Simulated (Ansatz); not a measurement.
Basis-set extrapolation for `C[Si]1([SiH3])BO1` (PBE0-D4/def2-TZVP geometry, frozen core, the Gaussian-basis code of Ansatz). Multiplicity 1, RHF reference.

```tsv
	def2-TZVPP	def2-QZVPP
HF	-719.455240	-719.479779
MP2 correlation	-0.751460	-0.805414
CCSD(T) correlation	-0.838449	not run
```

Energies in hartree. Use E(X) = E(∞) + A·exp(−7.88·√X) for Hartree–Fock and E(X) = E(∞) + B·X^(−2.97) for correlation, with X = 3 and 4, and add CCSD(T) minus MP2 of the smaller set to the MP2 limit.

Task: What is the CCSD(T) energy at the basis-set limit?

Result: HF limit: -719.479779 + (-0.024539) × 0.13774 = -719.48316. MP2 limit: -0.805414 + (-0.053954) × 0.74074 = -0.84538. Higher-order term: -0.838449 − (-0.751460) = -0.08699. Total: -720.41553 hartree, 76.5 kcal/mol below CCSD(T)/def2-TZVPP.
